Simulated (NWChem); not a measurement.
All runs are NWChem calculations. System: H₃HfO₃, charge 1, spin multiplicity 1, displaced from the optimised geometry. The structure started from a generated list of species. Level: B3LYP/def2-SVP with def2 effective core potentials on Hf, VWN1-RPA local correlation.

Input file:

```
start mol
memory heap 200 mb stack 800 mb global 1000 mb
charge 1
geometry units angstroms nocenter noautoz
  Hf     0.000000     0.000000     0.000046
  O      0.000000     0.000000     1.937695
  H      0.000000     0.000000     2.929919
  O      0.000000     1.677793    -0.969030
  H      0.000000     2.536891    -1.465143
  O      0.000000    -1.677793    -0.969030
  H      0.000000    -2.536891    -1.465143
  symmetry group C2v
end
basis spherical
  * library def2-svp
end
ecp
  Hf library def2-ecp
end
dft
  xc b3lyp
  semidirect memsize 60000000 filesize 0
  iterations 100
  grid fine
end
task dft gradient
```

Output (cleaned and shortened):

```
             Northwest Computational Chemistry Package (NWChem) 7.3.0
             --------------------------------------------------------

                                NWChem Input Module
                                -------------------

 Scaling coordinates for geometry "geometry" by  1.889725989
 (inverse scale =  0.529177249)

 Turning off AUTOSYM since
 SYMMETRY directive was detected!

                             Geometry "geometry" -> ""
                             -------------------------

 Output coordinates in angstroms (scale by  1.889725989 to convert to a.u.)

  No.       Tag          Charge          X              Y              Z
 ---- ---------------- ---------- -------------- -------------- --------------
    1 Hf                  72.0000     0.00000000     0.00000000     0.00004600
    2 O                    8.0000     0.00000000     0.00000000     1.93769500
    3 H                    1.0000     0.00000000     0.00000000     2.92991900
    4 O                    8.0000     0.00000000     1.67779300    -0.96903000
    5 H                    1.0000     0.00000000     2.53689100    -1.46514300
    6 O                    8.0000     0.00000000    -1.67779300    -0.96903000
    7 H                    1.0000     0.00000000    -2.53689100    -1.46514300

 Effective nuclear repulsion energy (a.u.)     560.3263250457

            Nuclear Dipole moment (a.u.)
            ----------------------------
        X                 Y               Z
 ---------------- ---------------- ----------------
     0.0000000000     0.0000000000     0.0000472431

      Symmetry information
      --------------------

 Group name             C2v
 Group number             16
 Group order               4
 No. of unique centers     5

      Symmetry unique atoms

     1    2    3    4    5


 Summary of "ao basis" -> "" (spherical)
 ------------------------------------------------------------------------------
       Tag                 Description            Shells   Functions and Types
 ---------------- ------------------------------  ------  ---------------------
 *                          def2-svp                  on all atoms

                                 NWChem DFT Module
                                 -----------------

 Summary of "ao basis" -> "ao basis" (spherical)
 ------------------------------------------------------------------------------
       Tag                 Description            Shells   Functions and Types
 ---------------- ------------------------------  ------  ---------------------
 Hf                         def2-svp                12       32   6s3p2d1f
 O                          def2-svp                 6       14   3s2p1d
 H                          def2-svp                 3        5   2s1p

 Summary of "ao basis" -> "ao basis" (spherical)
 ------------------------------------------------------------------------------
       Tag                 Description            Shells   Functions and Types
 ---------------- ------------------------------  ------  ---------------------
 Hf                         def2-svp                12       32   6s3p2d1f
 O                          def2-svp                 6       14   3s2p1d
 H                          def2-svp                 3        5   2s1p

      Symmetry analysis of basis
      --------------------------

        a1         39
        a2          9
        b1         16
        b2         25

            General Information
            -------------------
[...]
              MO Center= -8.0D-16,  1.0D-11, -1.2D-01, r^2= 2.0D+00
   Bfn.  Coefficient  Atom+Function         Bfn.  Coefficient  Atom+Function
  ----- ------------  ---------------      ----- ------------  ---------------
    16      0.924672  1 Hf d -2              55     -0.224644  4 O  px
    74      0.224644  6 O  px                58     -0.215560  4 O  px
    77      0.215560  6 O  px                21      0.123916  1 Hf d -2

 Vector   22  Occ=0.000000D+00  E=-2.374988D-01  Symmetry=b1
              MO Center=  4.7D-13, -1.0D-11,  1.2D-01, r^2= 2.0D+00
   Bfn.  Coefficient  Atom+Function         Bfn.  Coefficient  Atom+Function
  ----- ------------  ---------------      ----- ------------  ---------------
    19      0.924689  1 Hf d  1              36      0.259414  2 O  px
    39      0.248911  2 O  px                55     -0.129728  4 O  px
    74     -0.129728  6 O  px                24      0.123871  1 Hf d  1
    58     -0.124482  4 O  px                77     -0.124482  6 O  px

 center of mass
 --------------
 x =   0.00000000 y =   0.00000000 z =   0.00001693

 moments of inertia (a.u.)
 ------------------
         735.983390139756           0.000000000000           0.000000000000
           0.000000000000         368.080363638089           0.000000000000
           0.000000000000           0.000000000000         367.903026501667

     Multipole analysis of the density
     ---------------------------------

     L   x y z        total         alpha         beta         nuclear
     -   - - -        -----         -----         ----         -------
     0   0 0 0      1.000000    -19.000000    -19.000000     39.000000

     1   1 0 0      0.000000      0.000000      0.000000      0.000000
     1   0 1 0      0.000000      0.000000      0.000000      0.000000
     1   0 0 1      0.000193      0.002681      0.002681     -0.005168

     2   2 0 0    -23.922908    -11.961454    -11.961454      0.000000
     2   1 1 0      0.000000      0.000000      0.000000      0.000000
     2   1 0 1      0.000000      0.000000      0.000000      0.000000
     2   0 2 0    -18.613054   -112.709304   -112.709304    206.805553
     2   0 1 1     -0.000000     -0.000000     -0.000000     -0.000000
     2   0 0 2    -18.610703   -112.757862   -112.757862    206.905020

            General Information
            -------------------
          SCF calculation type: DFT
          Wavefunction type:  closed shell.
          No. of atoms     :     7
          No. of electrons :    38
           Alpha electrons :    19
            Beta electrons :    19
          Charge           :     1
          Spin multiplicity:     1
          Use of symmetry is: on ; symmetry adaption is: on
          Maximum number of iterations: 100
          AO basis - number of functions:    89
                     number of shells:    39
          Convergence on energy requested:  1.00D-06
          Convergence on density requested:  1.00D-05
          Convergence on gradient requested:  5.00D-04

              XC Information
              --------------
                         B3LYP Method XC Potential
                     Hartree-Fock (Exact) Exchange  0.200
                        Slater Exchange Functional  0.800 local
                    Becke 1988 Exchange Functional  0.720 non-local
              Lee-Yang-Parr Correlation Functional  0.810
                  VWN I RPA Correlation Functional  0.190 local

             Grid Information
             ----------------
          Grid used for XC integration:  fine
          Radial quadrature: Mura-Knowles
          Angular quadrature: Lebedev.
          Tag              B.-S. Rad. Rad. Pts. Rad. Cut. Ang. Pts.
          ---              ---------- --------- --------- ---------
          Hf                  1.55      141          10.0       974
          O                   0.60       70          11.0       590
          H                   0.35       60          13.0       590
          Grid pruning is: on
          Number of quadrature shells:   401
          Spatial weights used:  Erf1

          Convergence Information
          -----------------------
          Convergence aids based upon iterative change in
          total energy or number of iterations.
          Levelshifting, if invoked, occurs when the
          HOMO/LUMO gap drops below (HL_TOL):  1.00D-02
          DIIS, if invoked, will attempt to extrapolate
          using up to (NFOCK): 10 stored Fock matrices.

                    Damping( 0%)  Levelshifting(0.5)       DIIS
                  --------------- ------------------- ---------------
          dE  on:    start            ASAP                start
          dE off:    2 iters        100 iters           100 iters

      Screening Tolerance Information
      -------------------------------
          Density screening/tol_rho:  1.00D-10
          AO Gaussian exp screening on grid/accAOfunc:  14
          CD Gaussian exp screening on grid/accCDfunc:  20
          XC Gaussian exp screening on grid/accXCfunc:  20
          Schwarz screening/accCoul:  1.00D-08

                            NWChem DFT Gradient Module
                            --------------------------

  charge          =   1.00
  wavefunction    = closed shell

  Using symmetry

                         DFT ENERGY GRADIENTS

    atom               coordinates                        gradient
                 x          y          z           x          y          z
   1 Hf      0.000000   0.000000   0.000087    0.000000   0.000000  -0.000016
   2 O       0.000000   0.000000   3.661713    0.000000   0.000000   0.001893
   3 H       0.000000   0.000000   5.536744    0.000000   0.000000   0.025114
   4 O       0.000000   3.170569  -1.831201    0.000000   0.001724  -0.001008
   5 H       0.000000   4.794029  -2.768719    0.000000   0.021623  -0.012487
   6 O       0.000000  -3.170569  -1.831201    0.000000  -0.001724  -0.001008
   7 H       0.000000  -4.794029  -2.768719    0.000000  -0.021623  -0.012487

                 ----------------------------------------
                 |  Time  |  1-e(secs)   |  2-e(secs)   |
                 ----------------------------------------
                 |  CPU   |       0.02   |       1.95   |
                 ----------------------------------------
                 |  WALL  |       0.02   |       1.95   |
                 ----------------------------------------

 Task  times  cpu:        5.6s     wall:        5.6s

 Total times  cpu:        5.6s     wall:        5.6s
```
